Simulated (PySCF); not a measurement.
**Electronic structure of Sb³⁺ (antimony, charge +3) at the LDA level**

Configuration: [Kr] 4d10 5s2, closed-shell 1S. All numbers are calculated (PySCF 2.14, scalar relativity through the core potential, in aug-cc-pVQZ-PP with one added diffuse shell each of s, p, d, f, g type with ECP28MDF (8s8p6d4f3g, 117 functions)).

* Total energy: -237.9757 hartree
* One-electron energy: -395.3634 hartree
* Hartree (Coulomb) energy: 175.4652 hartree
* Exchange-correlation energy: -18.0775 hartree
* ⟨S²⟩: 0.0000
* ⟨L²⟩: 0.000
* Sum of ⟨r⟩: 21.18 bohr
* Sum of ⟨r²⟩: 27.81 bohr²

```
shell  electrons  mean orbital energy (hartree)  rms radius, mean of both spins (bohr)
   4s          2                       -6.58954                                  0.847
   4p          6                       -4.85813                                  0.917
   4d         10                       -2.29899                                   1.11
   5s          2                       -1.45124                                   2.13
```

Energies and moments cover only the electrons outside the core potential.
